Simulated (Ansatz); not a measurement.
Frontier orbitals of `[F][GeH]([F])[GeH3]`.

```csv
atom,x (Å),y (Å),z (Å)
F1,-0.364,-1.418,1.831
Ge2,-0.316,-1.106,0.125
F3,-1.977,-1.205,-0.365
Ge4,0.449,1.169,-0.217
H5,0.393,-2.312,-0.512
H6,1.888,1.283,0.301
H7,0.406,1.478,-1.718
H8,-0.478,2.112,0.555
```

Total charge 0; spin multiplicity 1. Correlated methods include outer-core shells of Ge, which these sets cover unevenly. Scalar relativity is left out up to krypton. Geometry: relaxed with PBE0-D4/def2-TZVP. Basis def2-TZVPP, the Gaussian-basis code of Ansatz.

```tsv
functional	HOMO (eV)	LUMO (eV)
PBE	-7.44	-1.25
```

Problem. Give HOMO and LUMO (eV) with LDA (SPW92), revPBE, BLYP, r2SCAN, B97M-V, PBE0, B3LYP, r2SCANh, r2SCAN0, HSE06 (plane-wave form), BHLYP, CAM-B3LYP, LC-ωPBE, ωB97X-V, ωB97M-V, HF. (An estimate is asked.)

Solution. Ansatz gave: 
```json
{"functional": "LDA (SPW92)", "HOMO": "-7.57", "LUMO": "-1.51"}
{"functional": "revPBE", "HOMO": "-7.39", "LUMO": "-1.13"}
{"functional": "BLYP", "HOMO": "-7.33", "LUMO": "-1.15"}
{"functional": "r2SCAN", "HOMO": "-7.78", "LUMO": "-1.02"}
{"functional": "B97M-V", "HOMO": "-7.89", "LUMO": "-1.13"}
{"functional": "PBE0", "HOMO": "-8.72", "LUMO": "-0.43"}
{"functional": "B3LYP", "HOMO": "-8.51", "LUMO": "-0.65"}
{"functional": "r2SCANh", "HOMO": "-8.24", "LUMO": "-0.73"}
{"functional": "r2SCAN0", "HOMO": "-8.93", "LUMO": "-0.30"}
{"functional": "HSE06 (plane-wave form)", "HOMO": "-8.32", "LUMO": "-0.81"}
{"functional": "BHLYP", "HOMO": "-9.87", "LUMO": "0.44"}
{"functional": "CAM-B3LYP", "HOMO": "-10.01", "LUMO": "0.60"}
{"functional": "LC-ωPBE", "HOMO": "-11.27", "LUMO": "1.80"}
{"functional": "ωB97X-V", "HOMO": "-10.96", "LUMO": "1.65"}
{"functional": "ωB97M-V", "HOMO": "-10.78", "LUMO": "1.44"}
{"functional": "HF", "HOMO": "-11.60", "LUMO": "2.75"}
```

B3LYP here is the variant with VWN-RPA as its local correlation; programs differ in this. LC-ωPBE has ω = 0.4 bohr⁻¹. Positive LUMOs are unbound and depend on the basis.
